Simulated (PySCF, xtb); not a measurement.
VOBr, SMILES [O]=[V][Br] (connectivity only; charge and spin as stated), neutral, multiplicity 3.

Harmonic wavenumbers (cm⁻¹) from GFN2-xTB (xtb) at its own minimum, in rising order: 163, 333, 1030.

### Question
What does B3LYP-D3(BJ)/def2-TZVP (PySCF) give at its own minimum? (The exact figures need the calculation; the answer reports its results.)

### Answer
72, 295, 1066. Paired by order, the mean absolute difference is 55 cm⁻¹ and the zero-point energies are 2.2 and 2.0 kcal/mol.
